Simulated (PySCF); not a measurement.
Gas-phase reaction: 3 GeCl₄ + 2 GeF₂ ⇌ 4 GeCl₃ + GeF₄

Computed with PySCF and rigid-rotor harmonic-oscillator thermochemistry at 1 bar. † marks an energy on the PBE0/def2-TZVP geometry and frequencies; other levels use their own. 6-31G* has spherical d functions here. Open shells (unrestricted): GeCl₃ (multiplicity 2); the rest are closed-shell singlets. Ge: all electrons, no relativistic terms. GeCl₃: computed as isolated molecules; such fragments, hydroxides, amides, oligomers or adducts are transient or little studied in the gas. The harmonic model lacks anharmonicity and excited electronic states, which grow with temperature; levels with a mode under 35 cm⁻¹ are left out.

```csv
level,"ΔE electronic, kJ","ΔH°(298 K), kJ","ΔS°(298 K), J/K","ΔG°(2500 K), kJ"
HF/6-31G*,243,244,56,106
M06-2X/def2-TZVP†,323,324,58,179
PBE0/def2-SVP†,342,343,58,199
r2SCAN/def2-TZVP†,315,316,58,171
LDA/def2-TZVP†,367,368,58,223
```
ΔH° is lowest at HF/6-31G* and highest at LDA/def2-TZVP†. No reference value is set beside these.
